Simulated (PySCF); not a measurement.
**Correlation energy of Gd⁵⁴⁺ (gadolinium, charge +54)**

Starting occupation: [Ne]. Computed with PySCF 2.14 in an uncontracted even-tempered set (17 s from 8.3 bohr⁻², ratio 2.6; 13 p from 11 bohr⁻², ratio 2.6; 6 d from 11 bohr⁻², ratio 2.8; 3 f from 240 bohr⁻², ratio 2.8), with X2C-1e with screened-nucleus spin-orbit coupling, Gaussian nucleus. Frozen: 1s2; 8 electrons correlated; the 48 highest virtual spinors left out.

MP2 pair energies summed by pair of shells (mhartree):

| pair | energy | share (%) |
| --- | --- | --- |
| 2p1/2-2p3/2 | -104.56 | 33.2 |
| 2p3/2-2p3/2 | -98.23 | 31.2 |
| 2p3/2-2s1/2 | -49.04 | 15.6 |
| 2p1/2-2s1/2 | -25.85 | 8.2 |
| 2p1/2-2p1/2 | -24.22 | 7.7 |
| 2s1/2-2s1/2 | -12.93 | 4.1 |

Total MP2 correlation energy: -314.84 mhartree.

The virtual space was cut to 44 spinors, which keep -242.84 of the -314.84 mhartree of MP2 correlation.

```
  level  correlation energy (mhartree)
   CCSD                        -243.65
    (T)                          -0.02
CCSD(T)                        -243.67
```

Diagnostics: T1 = 2.6e-05, largest double amplitude 0.002.

Cost of the coupled-cluster step: about 10 core-seconds, for 8 occupied and 44 virtual spinors.

Iterations:

```
Init t2, MP2 energy = -0.242835451080137
CCSD nocc = 8, nmo = 52
Init t2, MP2 energy = -0.242835451080137
Init E_corr(GCCSD) = -0.242835451080137
cycle = 1  E_corr(GCCSD) = -0.243634350731111  dE = -0.000798899651  norm(t1,t2) = 0.000156325
cycle = 2  E_corr(GCCSD) = -0.243650020967968  dE = -1.56702369e-05  norm(t1,t2) = 3.9018e-06
cycle = 3  E_corr(GCCSD) = -0.24365033736433  dE = -3.16396362e-07  norm(t1,t2) = 1.23455e-07
cycle = 4  E_corr(GCCSD) = -0.24365033691607  dE = 4.4826004e-10  norm(t1,t2) = 5.91276e-10
GCCSD converged
E(GCCSD) = -8043.036119546379  E_corr = -0.2436503369160701
```

The coupled-cluster values are those of the cut space; adding the MP2 remainder, -72.00 mhartree, estimates the full space.

At this charge the one-electron X2C treatment keeps the bare 1/r₁₂, with no two-electron picture change or Breit term. The effect here is smaller than on the frozen 1s shell.
